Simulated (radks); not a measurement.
Values are calculated unless marked as measured or tabulated.
Isoelectronic series with 41 electrons, each ion in its NIST ground configuration. Code: a radial shooting solver on a logarithmic mesh with Libxc functionals. Model: scalar-relativistic Kohn-Sham, r2SCAN, spin-polarised, spherical densities, finite nucleus; open shells are filled with parallel spins first (spin-orbit coupling, left out, can overturn this in heavy ions); meta-GGA in the generalised Kohn-Sham scheme; Fermi nuclear charge, rms radius of each element as measured or else 0.836 A^(1/3) + 0.57 fm. Total energies (hartree) and mean radii <r> (bohr) (* marks an orbital that is empty in some or all of the ions):

[
 {"ion": "Nb", "configuration": "[Kr] 4d4 5s1", "E (hartree)": "-3820.26901", "4d up": "2.167", "5s up*": "3.564", "4p down": "1.294", "4p up": "1.316"},
 {"ion": "Pd5+", "configuration": "[Kr] 4d5", "E (hartree)": "-5040.19472", "4d up": "1.194", "5s up*": "2.088", "4p down": "0.9992", "4p up": "1.003"},
 {"ion": "Sb10+", "configuration": "[Kr] 4d5", "E (hartree)": "-6450.66345", "4d up": "0.8849", "5s up*": "1.538", "4p down": "0.8062", "4p up": "0.8061"},
 {"ion": "Ba15+", "configuration": "[Kr] 4d5", "E (hartree)": "-8055.8736", "4d up": "0.7142", "5s up*": "1.234", "4p down": "0.6766", "4p up": "0.6757"},
 {"ion": "Pm20+", "configuration": "[Kr] 4d5", "E (hartree)": "-9861.6139", "4d up": "0.6021", "5s up*": "1.035", "4p down": "0.5833", "4p up": "0.5823"},
 {"ion": "Dy25+", "configuration": "[Kr] 4d5", "E (hartree)": "-11874.8759", "4d up": "0.5216", "5s up*": "0.8920", "4p down": "0.5126", "4p up": "0.5116"},
 {"ion": "Lu30+", "configuration": "[Kr] 4d5", "E (hartree)": "-14104.1116", "4d up": "0.4607", "5s up*": "0.7833", "4p down": "0.4570", "4p up": "0.4561"},
 {"ion": "Os35+", "configuration": "[Kr] 4d5", "E (hartree)": "-16559.3602", "4d up": "0.4127", "5s up*": "0.6974", "4p down": "0.4119", "4p up": "0.4111"}
]

4d up drops below 5s up between Nb and Pd5+.
